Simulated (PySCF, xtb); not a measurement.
C3H4O2Si, SMILES O=C1O[SiH2]C=C1.

GFN2-xTB run with xtb at its own geometry gives an orbital gap of 3.36 eV and a dipole moment of 4.71 D.

The structure is a stationary point at PBE-D3(BJ)/def2-SVP. The structure was generated by enumeration, and PubChem lists no compound with its InChIKey, so it may never have been made.

Question: What does PBE/def2-TZVP in PySCF give? (Estimate from the structure and the level; the computed values follow.)

Answer: gap 3.58 eV (levels -6.58 and -3.00 eV), dipole 4.30 D.
